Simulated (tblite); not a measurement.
Compound: C8H9NSi.
Geometry (GFN2-xTB, Å), atoms numbered from 1 in this order:
```xyz
19
C8H9NSi angstrom
C      3.835   -0.335   -0.720
C      2.802    0.141   -0.330
Si     1.208    0.865    0.271
C      0.365   -0.434    1.406
C     -1.097   -0.192    1.411
C     -1.787   -0.031    0.272
C     -3.177    0.195    0.300
N     -4.310    0.384    0.300
C     -1.119   -0.049   -1.076
C     -0.040    1.041   -1.162
H      4.740   -0.751   -1.061
H      1.439    2.128    0.980
H      0.567   -1.419    0.974
H      0.763   -0.437    2.417
H     -1.607   -0.128    2.362
H     -1.864    0.097   -1.862
H     -0.654   -1.028   -1.232
H     -0.526    2.017   -1.123
H      0.452    0.976   -2.133
```

Level: GFN2-xTB in tblite, geometry and Hessian alike; calculated harmonic values, unscaled, isolated species. This tight-binding method is rough: wavenumbers can miss measured ones by several per cent, in bad cases by 10 to 20. Modes of hydrogen on silicon can be 10 to 20 % off. One conformer, not necessarily the lowest.

Harmonic wavenumbers (cm⁻¹): 35.6, 73.5, 107.7, 143.8, 168.4, 223.7, 245.3, 275.1, 297.6, 356.4, 415.7, 504.6, 556.9, 587.3, 598.8, 617.0, 630.3, 678.6, 684.8, 707.3, 736.2, 746.4, 782.0, 832.2, 859.1, 952.4, 1032.6, 1085.1, 1103.0, 1127.7, 1167.4, 1200.4, 1235.7, 1285.2, 1292.0, 1336.8, 1456.8, 1477.8, 1488.6, 1648.3, 2205.7, 2228.5, 2361.6, 2938.2, 2939.4, 2976.0, 2979.7, 2996.7, 3022.0, 3062.8, 3353.5.

A = 3276, B = 603.9, C = 554.8 MHz; mass 147.050 u (most abundant isotopes); point group C1, symmetry number 1.

Question: Zero-point energy?

Answer: Half the sum of the wavenumbers: 30909 cm⁻¹ = 88.37 kcal/mol.

Question: Entropy at 350 K, 1 bar (ideal gas, RRHO, classical rotation)?

Answer: Translation 41.69, rotation 30.54, vibration 38.43: S = 110.7 cal/(mol K).

Question: And Cp and H(350 K) − H(0)?

Answer: Cp = 48.34 cal/(mol K), of which vibrations give 40.39 (their classical limit is 51 R = 101.3); H(350 K) − H(0) = 9.90 kcal/mol without the zero-point energy, 7.11 from vibrations.

Question: What must be added to the electronic energy to get the Gibbs energy at 350 K and 1 bar?

Answer: ZPE + [H(350 K) − H(0)] − T·S = 88.37 + 9.90 − 38.73 = 59.54 kcal/mol.

Question: How do the functions run with temperature in this model?

Answer: 
| T (K) | S (cal/(mol K)) | Cp (cal/(mol K)) | H − H(0) (kcal/mol) | G − H(0) (kcal/mol) | ln q(vib) |
| --- | --- | --- | --- | --- | --- |
| 50 | 60.3 | 13.3 | 0.51 | -2.50 | 0.65 |
| 100 | 71.5 | 19.5 | 1.34 | -5.81 | 1.92 |
| 298.15 | 103.3 | 42.9 | 7.53 | -23.28 | 7.59 |
| 373.15 | 113.8 | 50.6 | 11.04 | -31.43 | 9.78 |
| 500 | 130.2 | 61.2 | 18.16 | -46.93 | 13.45 |
| 750 | 157.9 | 75.4 | 35.38 | -83.05 | 20.33 |
| 1000 | 181.0 | 84.6 | 55.47 | -125.49 | 26.60 |

q(vib) and H(0) count from the zero-point level.

Question: Which modes carry the vibrational entropy at 350 K?

Answer: 35.6 cm⁻¹: 5.81; 73.5 cm⁻¹: 4.37; 107.7 cm⁻¹: 3.62; 143.8 cm⁻¹: 3.06; 168.4 cm⁻¹: 2.76; 223.7 cm⁻¹: 2.22 cal/(mol K); the other 45 give 16.58 together.

Hindered rotation and anharmonicity are outside this model. Other conformers, if any are populated, would add a mixing term that is left out. The structure is chiral; the term R ln 2 for an equal mix with its mirror image is left out.
